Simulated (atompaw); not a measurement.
## An all-electron radial function and its pseudo partner (Er)

Columns: radius, all-electron u(r) and pseudo u(r) of the 5s shell (level -56.05 eV) of erbium in the configuration [Kr] 4d10 4f11 5s2 5p6 5d1 6s2 6p0; PBEsol, scalar-relativistic, PAW (atompaw) scheme, atompaw 4.2.0.5.

| r (bohr) | all-electron | pseudo |
| --- | --- | --- |
| 0.100 | 0.0229 | 0.1812 |
| 0.200 | 0.3143 | 0.3576 |
| 0.300 | -0.2807 | 0.5243 |
| 0.400 | -0.5690 | 0.6770 |
| 0.500 | -0.3946 | 0.8116 |
| 0.600 | -0.0049 | 0.9245 |
| 0.700 | 0.3961 | 1.0128 |
| 0.800 | 0.7131 | 1.0746 |
| 0.900 | 0.9220 | 1.1087 |
| 1.000 | 1.0324 | 1.1150 |
| 1.100 | 1.0652 | 1.0948 |
| 1.200 | 1.0430 | 1.0504 |
| 1.300 | 0.9846 | 0.9856 |
| 1.400 | 0.9053 | 0.9053 |
| 1.500 | 0.8161 | 0.8161 |
| 1.600 | 0.7242 | 0.7242 |
| 1.700 | 0.6351 | 0.6351 |
| 1.800 | 0.5514 | 0.5514 |
| 1.900 | 0.4750 | 0.4750 |
| 2.000 | 0.4065 | 0.4065 |
| 2.100 | 0.3460 | 0.3460 |
| 2.200 | 0.2932 | 0.2932 |
| 2.300 | 0.2475 | 0.2475 |
| 2.400 | 0.2083 | 0.2083 |
| 2.500 | 0.1748 | 0.1748 |
| 2.600 | 0.1463 | 0.1463 |

How many radial nodes do the two functions have?

The all-electron 5s function has n − l − 1 = 4 (the table is too coarse to show those close to the nucleus); the pseudo-wave has 0, since the states of the same l below it are removed with the core.

At about which radius was the pseudo-wave matched?

1.45 bohr, where the columns begin to agree (steps of 0.10 bohr).

Is the pseudo-wave norm-conserving?

No, it belongs to a PAW set: the norm inside the radius is not constrained, and the difference is carried by the augmentation charge.
